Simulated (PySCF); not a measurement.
AlF2H3O2Si. Atoms are numbered in the order given.

```xyz
9

Si    -1.2367    -0.2965     0.0263
F     -1.8291     0.5906     1.2569
F     -1.8332     0.3477    -1.3458
Al     1.1721    -0.1182     0.0114
O      2.0453    -1.5747     0.0463
O      1.8471     1.4355    -0.0305
H     -1.8329    -1.6532     0.1529
H      2.9857    -1.7585     0.0459
H      2.7447     1.7686    -0.0410
```
Charge 0, spin multiplicity 1.

Coordinates come from a ωB97X-D3(BJ)/def2-SVP optimisation. The structure was generated by enumeration; whether it is a known compound was not checked. One conformer was computed; it need not be the lowest.

Method: TDDFT-CAM-B3LYP/def2-SVPD run with PySCF.

Vertical excitations. Isolated molecule, no solvent.

Computed lowest excited states:
| state | energy (eV) | λ (nm) | f | main pairs |
|---|---|---|---|---|
| S1 | 6.04 | 205 | 0.038 | HOMO→LUMO 97 % |
| S2 | 7.06 | 176 | 0.168 | HOMO→LUMO+2 63 %, HOMO→LUMO+1 27 % |
| S3 | 7.15 | 173 | 0.123 | HOMO→LUMO+1 64 %, HOMO→LUMO+2 26 % |
| S4 | 7.22 | 172 | 0.000 | HOMO−2→LUMO 95 % |
| S5 | 7.36 | 168 | 0.004 | HOMO−1→LUMO 52 %, HOMO−2→LUMO+1 41 % |
| S6 | 7.38 | 168 | 0.000 | HOMO−1→LUMO+1 89 % |
| S7 | 7.81 | 159 | 0.163 | HOMO−2→LUMO+1 47 %, HOMO−1→LUMO 42 % |
| S8 | 7.93 | 156 | 0.112 | HOMO−3→LUMO+1 70 %, HOMO−1→LUMO+2 17 % |
| S9 | 8.09 | 153 | 0.087 | HOMO−3→LUMO 90 % |
| S10 | 8.27 | 150 | 0.061 | HOMO−2→LUMO+2 44 %, HOMO−4→LUMO+1 43 % |
| T1 | 4.92 | 252 | 0 | HOMO→LUMO 95 % |
| T2 | 6.00 | 207 | 0 | HOMO→LUMO+2 82 % |
| T3 | 6.39 | 194 | 0 | HOMO→LUMO+1 72 % |
| T4 | 6.85 | 181 | 0 | HOMO−1→LUMO 89 % |
Triplets are in the Tamm–Dancoff approximation, which puts them higher than full response would, so one can lie above its singlet here.
